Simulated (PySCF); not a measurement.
One of the candidates below gave these computed data.

- 13C NMR: chemical shifts (computed TMS as zero) by class: 162.4 (1 C), 141.5 (1 C), 135.6 (1 C), 128.2 (1 C), 125.2 (1 C), 111.6 (1 C), 53.8 (1 C), 23.3 (1 C), 18.9 (1 C) ppm [GIAO PBE0/pcSseg-1]
- UV, strongest line: among the 10 lowest singlet transitions: S7 at 6.76 eV (183 nm, f = 0.686) [TDDFT CAM-B3LYP/def2-SVPD]
- Rotational structure: rotational constants A, B, C: 1.863, 1.165, 0.727 GHz [PBE0-D3(BJ)/def2-SVP]
- Dipole: 1.35 D [CAM-B3LYP/def2-SVPD]
- Polarisability: 112.3 au [CAM-B3LYP/def2-SVPD]
- Triplet: lowest triplet excitation (Tamm–Dancoff): 3.91 eV [TDA CAM-B3LYP/def2-SVPD]
- UV, first state: lowest singlet excitation: 5.12 eV (242 nm, f = 0.042) [TDDFT CAM-B3LYP/def2-SVPD]
- NMR, other nuclei: isotropic shieldings of nuclei other than C and H, by class: 233 (1 O) ppm [GIAO PBE0/pcSseg-1]
- 1H NMR: chemical shifts (computed TMS as zero) by class: 7.12 (1 H), 6.77 (1 H), 6.37 (1 H), 3.71 (3 H), 2.33 (3 H), 2.18 (3 H) ppm [GIAO PBE0/pcSseg-1]
- Valence photoelectron: vertical ionisation energy: 7.91 eV [ΔSCF CAM-B3LYP/def2-SVPD]

Gas-phase values; electronic properties from PySCF, density fitting. Levels stand in brackets. Isolated species at its PBE0-D3(BJ)/def2-SVP geometry (one conformer only). NMR values are class means; diastereotopic atoms form classes of their own.

Task: Which candidate is it?
A. `CC(C)Oc1ccccc1`
B. `COc1cc(C)ccc1C`
C. `CCc1ccc(OC)cc1`

Result: B. It is `COc1cc(C)ccc1C`. Numbering: `[CH3:1][O:2][c:3]1[cH:4][c:5]([CH3:6])[cH:7][cH:8][c:9]1[CH3:10]`. Its formula, C9H12O, gives 4 degrees of unsaturation: 1 ring and 3 π bonds in the structure found (Kekulé form). 9 carbons fall into 9 classes; from least to most shielded: aromatic carbon bearing oxygen [C3] (162.4 ppm), substituted aromatic carbon [C5] (141.5 ppm), aromatic CH carbon [C8] (135.6 ppm), substituted aromatic carbon [C9] (128.2 ppm), aromatic CH carbon [C7] (125.2 ppm), aromatic CH carbon [C4] (111.6 ppm), methoxy carbon [C1] (53.8 ppm), benzylic-type carbon [C6] (23.3 ppm), benzylic-type carbon [C10] (18.9 ppm). Hydrogen classes from least to most shielded: 1 H on an aromatic CH carbon, C8 (7.12 ppm), 1 H on an aromatic CH carbon, C7 (6.77 ppm), 1 H on an aromatic CH carbon, C4 (6.37 ppm), 3 H on a methoxy carbon, C1 (3.71 ppm, a mean of values up to 0.6 ppm apart in this geometry), 3 H on a benzylic-type carbon, C6 (2.33 ppm), 3 H on a benzylic-type carbon, C10 (2.18 ppm, a mean of values up to 0.5 ppm apart in this geometry). The other shieldings belong to: 233 ppm, aryl ether oxygen [O2]. The first electron is taken from the HOMO, whose largest Löwdin shares are 0.18 on an aromatic CH carbon, 0.17 on a substituted aromatic carbon, 0.15 on the aryl ether oxygen and 0.14 on the aromatic carbon bearing oxygen. By its constants the optimised geometry is an asymmetric top.

The others, at the same levels:
- `CCc1ccc(OC)cc1` fails: it has 7 carbon classes against 9; its computed 13C shifts are 162.8 (1 C), 141.0 (1 C), 135.0 (2 C), 117.2 (2 C), 53.7 (1 C), 32.5 (1 C), 21.4 (1 C) ppm, 1H shifts are 7.21 (2 H), 6.79 (2 H), 3.64 (3 H), 2.40 (2 H), 1.10 (3 H) ppm and rotational constant A is 3.888 GHz (against 1.863 GHz).
- `CC(C)Oc1ccccc1` fails: it has 6 carbon classes against 9; its computed 13C shifts are 162.6 (1 C), 135.1 (2 C), 124.1 (1 C), 118.2 (2 C), 67.3 (1 C), 22.2 (2 C) ppm, 1H shifts are 7.36 (2 H), 6.94 (1 H), 6.85 (2 H), 4.16 (1 H), 1.29 (6 H) ppm and rotational constant A is 3.311 GHz (against 1.863 GHz).

Each candidate is one conformer, not necessarily the lowest. The conformers computed, where there is a choice (atom-mapped SMILES and torsion angles):
- `[CH3:1][O:2][c:3]1[cH:4][c:5]([CH3:6])[cH:7][cH:8][c:9]1[CH3:10]`: C1–O2–C3–C4 -1°
- `[CH3:1][CH2:2][c:3]1[cH:4][cH:5][c:6]([O:7][CH3:8])[cH:9][cH:10]1`: C1–C2–C3–C4 89°, C5–C6–O7–C8 0°
- `[CH3:1][CH:2]([CH3:3])[O:4][c:5]1[cH:6][cH:7][cH:8][cH:9][cH:10]1`: C1–C2–O4–C5 78°, C2–O4–C5–C6 -178°
